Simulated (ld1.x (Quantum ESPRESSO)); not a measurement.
What one change does to a pseudopotential (P, TM)

ld1.x (Quantum ESPRESSO) 7.5 input, shortened:

```
&input
   title='P', zed=15., rel=0, dft='PBE', iswitch=3,
   config='[Ne] 3s2 3p3'
 /
 &inputp
   pseudotype=2, tm=.true., lloc=0,
   nlcc=.false.
 /
2
3P  2  1   3.00   0.00  1.70  1.70  0.0
3S  1  0   2.00   0.00  1.40  1.40  0.0
 &test
   configts(1)='3s2 3p3'
 /
```

Change: reference 3s2 3p1.

Cutoffs: the cutoffs (Ry, on a coarse ladder) from which the occupation-weighted sum of valence levels, in a spherical-Bessel basis at the reference potential, stays within 10 and 1 mRy of its value at 400 Ry; they do not see the model core or the augmentation charge, which bear on the density cutoff. Errors are all-electron minus pseudo energies relative to the spin-unpolarised reference configuration.

**Question.** What does the change do?

**Answer.** The potential gets harder (30 Ry and 50 Ry → 35 Ry and 50 Ry); the range in which the s phases agree narrows (upper end 4.5 → 3.0); the range in which the p phases agree narrows (upper end 5.0 → 3.7); neither file shows a bound ghost.

```csv
quantity,base,changed
"cutoff, loose",30 Ry,35 Ry
"cutoff, tight",50 Ry,50 Ry
bound ghosts,none,none
"largest error over its own tests, meV",+55,+146
s: phases at 1.84 bohr within 0.05 rad from the reference energy up to (Ry; the scan ends near 5),4.5,3.0
p: phases at 1.84 bohr within 0.05 rad from the reference energy up to (Ry; the scan ends near 5),5.0,3.7
```
